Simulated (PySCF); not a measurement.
C₁₂H₂₇P.
Bonds: C1–C2, C2–C3, C2–C4, C4–P5, P5–C6, C6–C7, C7–C8, C7–C9, P5–C10, C10–C11, C11–C12, C11–C13. Hydrogens: H14, H15, H16 on C1; H17 on C2; H18, H19, H20 on C3; H21, H22 on C4; H23, H24 on C6; H25 on C7; H26, H27, H28 on C8; H29, H30, H31 on C9; H32, H33 on C10; H34 on C11; H35, H36, H37 on C12; H38, H39, H40 on C13.

Method used: PBE0-D3(BJ)/def2-SVP geometry optimisation, gas phase (PySCF).

Problem. What internal coordinates does the optimisation give?

Solution. 
```csv
bond,length (Å),order
C1–C2 and 5 like bonds,1.525,single
"C2–C4, C6–C7, C10–C11",1.531,single
"C4–P5, P5–C6, P5–C10",1.861,single
C1–H14 and 17 like bonds,1.102,single
"C2–H17, C7–H25, C11–H34",1.106,single
C4–H21 and 5 like bonds,1.105,single
```

Bonds in one row agree within 0.01 Å and their mean is given. Orders are formal, as drawn. A selection of angles:
```csv
angle,degrees
C2–C1–H14,110.7
H14–C1–H15,107.5
C1–C2–C3,111.2
C1–C2–C4,110.5
C1–C2–H17,107.4
C3–C2–C4,111.8
C4–C2–H17,108.0
C2–C4–P5,114.7
C2–C4–H21,109.1
P5–C4–H21,107.1
P5–C4–H22,108.8
H21–C4–H22,106.5
C4–P5–C6,99.0
```

Dihedral angles: C1–C2–C4–P5 -171° (antiperiplanar); C2–C4–P5–C6 -176° (antiperiplanar); C4–P5–C6–C7 80° (synclinal); P5–C6–C7–C8 -173° (antiperiplanar); C4–P5–C10–C11 -176° (antiperiplanar); P5–C10–C11–C12 65° (synclinal). The mirror-image conformer, all signs reversed, is as good.

All 3 C–P bonds measure 1.860 to 1.861 Å. P5 (phosphine phosphorus) is pyramidal (angles 99.0°, 98.8° and 98.7°, sum 296.5°, 0.89 Å off the plane of its three neighbours). Of the pairs four or more bonds apart, P5···H31 is among the closest relative to their van der Waals radii: 2.87 Å, 96 % of the sum of Bondi's values.

Point group: near C3, missed by 0.20 Å at most; the miss may be what the optimiser left on a soft mode. PBE0-D3(BJ)/def2-SVP frequencies: not computed here. The numbers are those of one conformer.
